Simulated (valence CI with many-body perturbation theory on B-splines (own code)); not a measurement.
**La⁵⁰⁺: electric-dipole lines**

Calculated by configuration interaction combined with many-body perturbation theory (CI+MBPT): five valence electrons over a frozen Dirac-Fock core [He], radial functions for each j: 9 s, 9 p, 8 d, 6 f, 3 g, 1 h, with the one-electron correlation potential Σ1, the two-electron term Σ2, the three-electron term Σ3, Breit, model QED; selected CI, second order for the rest (own B-spline code, finite nucleus).

No measured spectrum was set against this ion. As an estimate, large intervals hold to a few tenths of a per cent, small ones and those within an open d or f shell to about a per cent. Among the levels kept, up to 1200 cm⁻¹ of a level comes from second order outside the variational space, and about a tenth of that is noise between levels of different J, which matters for small intervals.

Lines 101 to 150 of 260 in falling wavelength, among levels below 6091.7 eV, chosen from the strongest by gf and those to the six lowest levels. Wavelengths and rates use the calculated energies. Electric multipoles are in the length gauge, E1 and E2 with the static RPA response of the core. Weak lines are less certain than strong ones. Lines between different terms over intervals too small for the method are left out, as are lines whose strength nearly cancels. The highest levels of a list are the least certain.

Levels are named by their leading jj configuration (3d3/2^4 stands for four electrons in 3d with j = 3/2), which in mixed levels can hold well under half, so a name can repeat and another be missing. Letters in brackets count levels of one name in rising energy.

```tsv
λ vac (Å)	Upper	Lower	A (s⁻¹)	S (a.u.)
17.97	(2s 2p1/2 2p3/2^3) J=1/2	(2s^2 2p1/2 2p3/2^2) J=1/2	7.18e+11	4.11e-03
17.81	(2p1/2 2p3/2^4) J=1/2	(2s 2p1/2 2p3/2^3) J=3/2 [b]	2.79e+12	1.56e-02
17.77	(2s 2p1/2^2 2p3/2 3p1/2) J=1/2	(2s^2 2p1/2^2 3p1/2) J=1/2	1.22e+12	6.75e-03
17.75	(2s 2p1/2^2 2p3/2 3p1/2) J=3/2 [b]	(2s^2 2p1/2^2 3p1/2) J=1/2	1.15e+12	1.27e-02
17.69	(2s 2p1/2 2p3/2^3) J=3/2 [b]	(2s^2 2p1/2 2p3/2^2) J=1/2	5.86e+11	6.40e-03
17.68	(2s 2p1/2^2 2p3/2 3p3/2) J=3/2 [b]	(2s^2 2p1/2^2 3p3/2) J=3/2	1.24e+12	1.36e-02
17.66	(2s 2p1/2^2 2p3/2 3s) J=1/2	(2s^2 2p1/2^2 3s) J=1/2	1.12e+12	6.07e-03
17.62	(2s 2p1/2^2 2p3/2 3s) J=3/2 [b]	(2s^2 2p1/2^2 3s) J=1/2	1.19e+12	1.29e-02
17.60	(2s 2p1/2 2p3/2^3) J=5/2	(2s^2 2p1/2 2p3/2^2) J=3/2	5.37e+10	8.67e-04
17.59	(2p1/2^2 2p3/2^3) J=3/2	(2s 2p1/2^2 2p3/2^2) J=3/2	1.92e+12	2.06e-02
17.59	(2s 2p1/2^2 2p3/2 3p3/2) J=1/2 [b]	(2s^2 2p1/2^2 3p3/2) J=3/2	1.22e+12	6.53e-03
17.57	(2s 2p3/2^4) J=1/2	(2s^2 2p3/2^3) J=3/2	2.35e+12	1.25e-02
17.55	(2p1/2^2 2p3/2^3) J=3/2	(2s 2p1/2^2 2p3/2^2) J=1/2	4.15e+11	4.43e-03
17.54	(2p1/2 2p3/2^4) J=1/2	(2s 2p1/2 2p3/2^3) J=1/2	1.21e+12	6.42e-03
17.14	(2s 2p1/2^2 2p3/2^2) J=1/2	(2s^2 2p1/2^2 2p3/2) J=3/2	1.20e+12	5.95e-03
17.11	(2s 2p1/2^2 2p3/2^2) J=3/2	(2s^2 2p1/2^2 2p3/2) J=3/2	2.09e+12	2.06e-02
16.87	(2s 2p1/2 2p3/2^3) J=3/2 [b]	(2s^2 2p1/2 2p3/2^2) J=5/2	2.08e+12	1.97e-02
16.65	(2s 2p1/2 2p3/2^3) J=1/2	(2s^2 2p1/2 2p3/2^2) J=3/2	1.98e+12	9.01e-03
16.41	(2s 2p1/2 2p3/2^3) J=3/2 [b]	(2s^2 2p1/2 2p3/2^2) J=3/2	5.90e+10	5.15e-04
15.89	(2p1/2^2 2p3/2^3) J=3/2	(2s 2p1/2^2 2p3/2^2) J=5/2	5.98e+11	4.73e-03
11.44	(2s 2p1/2 2p3/2^3) J=3/2 [a]	(2s^2 2p1/2^2 2p3/2) J=3/2	1.29e+10	3.82e-05
10.70	(2s 2p1/2 2p3/2^3) J=1/2	(2s^2 2p1/2^2 2p3/2) J=3/2	3.76e+10	4.55e-05
10.60	(2s 2p1/2 2p3/2^3) J=3/2 [b]	(2s^2 2p1/2^2 2p3/2) J=3/2	2.55e+10	5.99e-05
10.54	(2s 2p3/2^4) J=1/2	(2s^2 2p1/2 2p3/2^2) J=3/2	5.48e+10	6.34e-05
2.768	(2s^2 2p1/2^2 3p1/2) J=1/2	(2s 2p1/2^2 2p3/2^2) J=1/2	1.03e+11	2.15e-06
2.687	(2s^2 2p1/2^2 3p3/2) J=3/2	(2s 2p1/2^2 2p3/2^2) J=1/2	2.78e+10	1.07e-06
2.645	(2s^2 2p1/2^2 3p3/2) J=3/2	(2s 2p1/2^2 2p3/2^2) J=5/2	1.24e+11	4.54e-06
2.512	(2s^2 2p1/2^2 3d3/2) J=3/2	(2s^2 2p1/2 2p3/2^2) J=1/2	8.02e+10	2.51e-06
2.508	(2s^2 2p1/2 2p3/2 3p1/2) J=3/2 [b]	(2s 2p1/2^2 2p3/2^2) J=1/2	2.93e+11	9.11e-06
2.484	(2s^2 2p1/2^2 3d3/2) J=3/2	(2s^2 2p1/2 2p3/2^2) J=3/2	2.07e+11	6.28e-06
2.484	(2s^2 2p1/2 2p3/2 3p1/2) J=5/2	(2s 2p1/2^2 2p3/2^2) J=5/2	9.15e+10	4.15e-06
2.471	(2s^2 2p1/2 2p3/2 3p1/2) J=3/2 [b]	(2s 2p1/2^2 2p3/2^2) J=5/2	3.63e+11	1.08e-05
2.465	(2s^2 2p1/2 2p3/2 3p3/2) J=1/2 [a]	(2s 2p1/2^2 2p3/2^2) J=1/2	2.06e+11	3.04e-06
2.463	(2s^2 2p1/2^2 3d5/2) J=5/2	(2s^2 2p1/2 2p3/2^2) J=3/2	2.83e+10	1.25e-06
2.459	(2s^2 2p1/2 2p3/2 3p3/2) J=3/2 [b]	(2s 2p1/2^2 2p3/2^2) J=1/2	1.04e+13	3.07e-04
2.447	(2s 2p1/2^2 2p3/2 3s) J=3/2 [a]	(2s 2p1/2^2 2p3/2^2) J=1/2	1.03e+13	2.98e-04
2.443	(2s^2 2p1/2 2p3/2 3p3/2) J=1/2 [b]	(2s 2p1/2^2 2p3/2^2) J=1/2	5.27e+12	7.59e-05
2.439	(2s^2 2p1/2 2p3/2 3s) J=3/2 [a]	(2s^2 2p1/2 2p3/2^2) J=1/2	2.64e+11	7.56e-06
2.436	(2s^2 2p1/2 2p3/2 3p3/2) J=5/2 [a]	(2s 2p1/2^2 2p3/2^2) J=5/2	1.19e+13	5.09e-04
2.436	(2s^2 2p1/2 2p3/2 3s) J=1/2	(2s^2 2p1/2 2p3/2^2) J=1/2	2.30e+13	3.28e-04
2.429	(2s^2 2p1/2 2p3/2 3s) J=3/2 [b]	(2s^2 2p1/2 2p3/2^2) J=1/2	2.29e+13	6.47e-04
2.427	(2s 2p1/2^2 2p3/2 3s) J=1/2	(2s 2p1/2^2 2p3/2^2) J=3/2	4.40e+13	6.22e-04
2.427	(2s 2p1/2^2 2p3/2 3s) J=3/2 [b]	(2s 2p1/2^2 2p3/2^2) J=3/2	2.62e+13	7.40e-04
2.427	(2s 2p1/2^2 2p3/2 3s) J=1/2	(2s 2p1/2^2 2p3/2^2) J=1/2	2.08e+13	2.93e-04
2.426	(2s 2p1/2^2 2p3/2 3s) J=3/2 [b]	(2s 2p1/2^2 2p3/2^2) J=1/2	2.74e+11	7.73e-06
2.424	(2s^2 2p1/2 2p3/2 3p3/2) J=3/2 [b]	(2s 2p1/2^2 2p3/2^2) J=5/2	2.98e+13	8.37e-04
2.423	(2s 2p1/2^2 2p3/2 3s) J=5/2	(2s 2p1/2^2 2p3/2^2) J=5/2	1.66e+13	6.99e-04
2.423	(2s^2 2p1/2 2p3/2 3s) J=3/2 [a]	(2s^2 2p1/2 2p3/2^2) J=5/2	6.55e+12	1.84e-04
2.420	(2s^2 2p3/2^2 3s) J=5/2	(2s^2 2p3/2^3) J=3/2	1.15e+13	4.82e-04
2.417	(2s^2 2p3/2^2 3s) J=3/2	(2s^2 2p3/2^3) J=3/2	7.14e+13	1.99e-03
```
